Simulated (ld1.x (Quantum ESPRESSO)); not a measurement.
Debugging a pseudopotential input (Kr (Z = 36), ld1.x (Quantum ESPRESSO) 7.5)

Command:

```bash
ld1.x < Kr.in > Kr.out
```

Input:

```
&input
   title='Kr', zed=36., rel=1, dft='PBESOL', iswitch=3,
   config='[Ne] 4f-2',
   nld=4, rlderiv=1.70, eminld=-16.0, emaxld=5.0, deld=0.04
 /
 &inputp
   pseudotype=3, lpaw=.true., tm=.true., lloc=-1, rcloc=1.20,
   nlcc=.true., new_core_ps=.true., rcore=0.45,
   which_augfun='BESSEL', rmatch_augfun=0.75,
   file_pseudopw='Kr.UPF', file_wfcaegen='ae.wfc', file_wfcncgen='nc.wfc', file_beta='beta', file_chi='chi', file_wfcusgen='us.wfc'
 /
8
4S  1  0   2.00   0.00  1.20  1.55  0.0
4S  1  0   0.00   0.60  1.20  1.55  0.0
3P  2  1   6.00   0.00  0.75  0.85  0.0
4P  3  1   6.00   0.00  0.75  0.85  0.0
3D  3  2  10.00   0.00  1.05  1.20  0.0
3D  3  2   0.00  -3.45  1.05  1.20  0.0
4F  4  3  -2.00   0.35  1.00  1.25  0.0
4F  4  3  -2.00   0.90  1.00  1.25  0.0
 &test
   configts(1)='3p6 3d10 4s2 4p6'
 /
```

Output:

```
Program LD1 v.7.5

 %%%%%%%%%%%%%%%%%%%%%%%%%%%%%%%%%%%%%%%%%%%%%%%%%%%%%%%%%%%%%%%%%%%%%%%%%%%%%%
     Error in routine ld1_setup (1):
     all electron wfc corresponding to pseudo-state 3P not found
 %%%%%%%%%%%%%%%%%%%%%%%%%%%%%%%%%%%%%%%%%%%%%%%%%%%%%%%%%%%%%%%%%%%%%%%%%%%%%%

     stopping ...
```

Task: This input was made by a single change from one that runs to its end. What was changed?

Result: The change: core typed as [Ne] in place of [Kr]. The program refuses the input: "ld1_setup: all electron wfc corresponding to pseudo-state 3P not found".
